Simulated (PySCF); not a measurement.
B(H)(Me)(NMe2) (C3H10BN), SMILES CBN(C)C.

Geometry: PBE0-D3(BJ)/def2-SVP. A frequency run showed that this geometry is not a minimum. Other conformers were not sampled.

Two levels are set side by side: PBE/def2-TZVP (PySCF) and ωB97X/def2-TZVP (PySCF). Same geometry, gas phase. Differences are taken from unrounded values.

| quantity | ωB97X | PBE | PBE minus ωB97X |
|---|---|---|---|
| orbital gap (eV) | 12.09 | 5.47 | -6.62 |
| highest occupied level (eV) | -9.49 | -5.90 | 3.59 |
| lowest empty level (eV) | 2.61 | -0.43 | -3.04 |
| dipole moment (D) | 1.51 | 1.65 | 0.14 |
| mean polarisability (bohr³) | 60.7 | 64.1 | 3.4 |

Without exact exchange PBE keeps part of each electron's self-repulsion, which lifts occupied levels and narrows the gap. PBE's more diffuse valence density responds more strongly to a field. Differences between two approximate levels are no errors against the true value.

Rough cost on one machine, each run with all the roots and properties that it gave: ωB97X against PBE within a factor of 2.
